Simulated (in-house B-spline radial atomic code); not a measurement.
Computed with a B-spline radial atomic code. Model: two electrons, singlet ground state, non-relativistic, full CI in B-splines with partial waves to l = 8 (at full coupling up to 3e-4 hartree above the limit, correlation up to 0.6 % small), density held at that of full coupling by Lieb maximisation.

W(λ) is the mean repulsion in the state of coupling λ less the Hartree energy of the fixed density. Its start is exact exchange, its initial slope is twice the second-order Görling-Levy correlation energy, and its area from 0 to 1 is E_xc. A straight curve means weak, dynamic correlation, and a curve that drops fast and flattens means strong correlation.

Command:
```bash
python run_ac.py task.json out
```
Settings (lengths in bohr, energies in hartree):
```
potential              dot
strength               0.303
lmax                   8
second                 1.5
```

Run time, properties included: 29 s on 1 thread of Intel(R) Xeon(R) Processor @ 2.30GHz, with other jobs on the host.

**W = mean repulsion less Hartree energy, and W of three functionals.**

Given: confinement charge in harmonic well; well frequency 0.303 hartree; nuclear charge 1.5; external potential omega^2 r^2/2 - Z/r.

Computed: LDA exchange minus exact 114.94 millihartree; PBE exchange minus exact 15.605 millihartree.

```json
{"coupling": "0", "W xc (hartree)": "-0.81249", "W xc minus exchange (millihartree)": "0", "kinetic minus Kohn-Sham (millihartree)": "0", "LDA (PW92) W minus its exchange (millihartree)": "0", "PBE W minus its exchange (millihartree)": "0", "SCAN W minus its exchange (millihartree)": "0"}
{"coupling": "0.02", "W xc (hartree)": "?", "W xc minus exchange (millihartree)": "?", "kinetic minus Kohn-Sham (millihartree)": "?", "LDA (PW92) W minus its exchange (millihartree)": "?", "PBE W minus its exchange (millihartree)": "?", "SCAN W minus its exchange (millihartree)": "?"}
{"coupling": "0.05", "W xc (hartree)": "-0.81712", "W xc minus exchange (millihartree)": "-4.63", "kinetic minus Kohn-Sham (millihartree)": "0.12", "LDA (PW92) W minus its exchange (millihartree)": "-22.96", "PBE W minus its exchange (millihartree)": "-4.74", "SCAN W minus its exchange (millihartree)": "-4.5"}
{"coupling": "0.12", "W xc (hartree)": "-0.82339", "W xc minus exchange (millihartree)": "-10.899", "kinetic minus Kohn-Sham (millihartree)": "0.65", "LDA (PW92) W minus its exchange (millihartree)": "-43.4", "PBE W minus its exchange (millihartree)": "-11.38", "SCAN W minus its exchange (millihartree)": "-10.46"}
{"coupling": "0.25", "W xc (hartree)": "-0.83441", "W xc minus exchange (millihartree)": "-21.922", "kinetic minus Kohn-Sham (millihartree)": "2.68", "LDA (PW92) W minus its exchange (millihartree)": "-71.42", "PBE W minus its exchange (millihartree)": "-23.3", "SCAN W minus its exchange (millihartree)": "-20.77"}
{"coupling": "0.4", "W xc (hartree)": "-0.84622", "W xc minus exchange (millihartree)": "-33.728", "kinetic minus Kohn-Sham (millihartree)": "6.5", "LDA (PW92) W minus its exchange (millihartree)": "-96.28", "PBE W minus its exchange (millihartree)": "-36.22", "SCAN W minus its exchange (millihartree)": "-31.68"}
{"coupling": "0.6", "W xc (hartree)": "-0.86061", "W xc minus exchange (millihartree)": "-48.121", "kinetic minus Kohn-Sham (millihartree)": "13.68", "LDA (PW92) W minus its exchange (millihartree)": "-122.75", "PBE W minus its exchange (millihartree)": "-52.04", "SCAN W minus its exchange (millihartree)": "-44.89"}
{"coupling": "0.8", "W xc (hartree)": "-0.87366", "W xc minus exchange (millihartree)": "-61.164", "kinetic minus Kohn-Sham (millihartree)": "22.78", "LDA (PW92) W minus its exchange (millihartree)": "-144.48", "PBE W minus its exchange (millihartree)": "-66.42", "SCAN W minus its exchange (millihartree)": "-56.84"}
{"coupling": "1", "W xc (hartree)": "?", "W xc minus exchange (millihartree)": "?", "kinetic minus Kohn-Sham (millihartree)": "?", "LDA (PW92) W minus its exchange (millihartree)": "?", "PBE W minus its exchange (millihartree)": "?", "SCAN W minus its exchange (millihartree)": "?"}
{"coupling": "1.4", "W xc (hartree)": "-0.9063", "W xc minus exchange (millihartree)": "-93.81", "kinetic minus Kohn-Sham (millihartree)": "58.26", "LDA (PW92) W minus its exchange (millihartree)": "-193.5", "PBE W minus its exchange (millihartree)": "-102.54", "SCAN W minus its exchange (millihartree)": "-86.92"}
{"coupling": "2", "W xc (hartree)": "-0.93167", "W xc minus exchange (millihartree)": "-119.17", "kinetic minus Kohn-Sham (millihartree)": "101.08", "LDA (PW92) W minus its exchange (millihartree)": "-228.68", "PBE W minus its exchange (millihartree)": "-130.94", "SCAN W minus its exchange (millihartree)": "-110.72"}
{"coupling": "3", "W xc (hartree)": "-0.96323", "W xc minus exchange (millihartree)": "-150.74", "kinetic minus Kohn-Sham (millihartree)": "179.07", "LDA (PW92) W minus its exchange (millihartree)": "-271.08", "PBE W minus its exchange (millihartree)": "-167.17", "SCAN W minus its exchange (millihartree)": "-141.16"}
{"coupling": "4.5", "W xc (hartree)": "-0.99534", "W xc minus exchange (millihartree)": "-182.85", "kinetic minus Kohn-Sham (millihartree)": "297.79", "LDA (PW92) W minus its exchange (millihartree)": "-314.44", "PBE W minus its exchange (millihartree)": "-205.87", "SCAN W minus its exchange (millihartree)": "-173.35"}
{"coupling": "7", "W xc (hartree)": "-1.0282", "W xc minus exchange (millihartree)": "-215.68", "kinetic minus Kohn-Sham (millihartree)": "482.83", "LDA (PW92) W minus its exchange (millihartree)": "-360.77", "PBE W minus its exchange (millihartree)": "-248.5", "SCAN W minus its exchange (millihartree)": "-207.46"}
{"coupling": "10", "W xc (hartree)": "-1.0517", "W xc minus exchange (millihartree)": "-239.23", "kinetic minus Kohn-Sham (millihartree)": "680.13", "LDA (PW92) W minus its exchange (millihartree)": "-396.29", "PBE W minus its exchange (millihartree)": "-281.81", "SCAN W minus its exchange (millihartree)": "-232.15"}
```

(1) What belongs in the row 0.02?

(2) What belongs in the row 1?

(3) What is the SCAN exchange minus exact?

**Energy parts, natural occupations and partial-wave weights.**

Computed: total energy -1.2777 hartree; exchange energy -0.81249 hartree; kinetic part of the DFT correlation energy 0.033448 hartree; initial slope twice GL2 -0.093909 hartree; kinetic part over minus potential part 0.45798; Kohn-Sham kinetic 1.7262 hartree; Lieb Oxford ratio E_xc over LDA exchange 1.2215.

```json
{"natural": "s", "occupation of the shell (electrons)": "1.9781"}
{"natural": "p", "occupation of the shell (electrons)": "?"}
{"natural": "s", "occupation of the shell (electrons)": "0.0081894"}
{"natural": "d", "occupation of the shell (electrons)": "0.00047911"}
{"natural": "p", "occupation of the shell (electrons)": "0.00030871"}
{"natural": "s", "occupation of the shell (electrons)": "0.00010794"}
```

(4) What belongs in the row p?

| wave | weight |
| --- | --- |
| s | 0.99319 |
| p | 0.0064998 |
| d | ? |
| f | 3.4727e-05 |
| g | 7.8283e-06 |

(5) What belongs in the row d?

(6) What is the correlation energy?

(7) What is the Hartree energy?

Results:

(1) W xc (hartree): -0.81436; W xc minus exchange (millihartree): -1.868; kinetic minus Kohn-Sham (millihartree): 0.02; LDA (PW92) W minus its exchange (millihartree): -11.33; PBE W minus its exchange (millihartree): -1.89; SCAN W minus its exchange (millihartree): -1.83.

(2) W xc (hartree): -0.88552; W xc minus exchange (millihartree): -73.032; kinetic minus Kohn-Sham (millihartree): 33.45; LDA (PW92) W minus its exchange (millihartree): -163.01; PBE W minus its exchange (millihartree): -79.52; SCAN W minus its exchange (millihartree): -67.73.

(3) -0.77953 millihartree.

(4) occupation of the shell (electrons): 0.012665.

(5) weight: 0.00026332.

(6) -0.039585 hartree.

(7) 1.625 hartree.

Half-way to full coupling W has made 56 % of its drop, against 50 % for a straight line, and second-order (GL2) theory, half the initial slope, overshoots the correlation energy by about 19 %: a moderate bend, as in light atoms. Over couplings 0 to 1 the errors in E_xc come to about +52 millihartree for LDA, +12 millihartree for PBE, +1.8 millihartree for SCAN, so SCAN is nearest. In LDA and PBE and SCAN the errors of exchange and correlation have opposite signs, so the sum is smaller than the larger of the two.
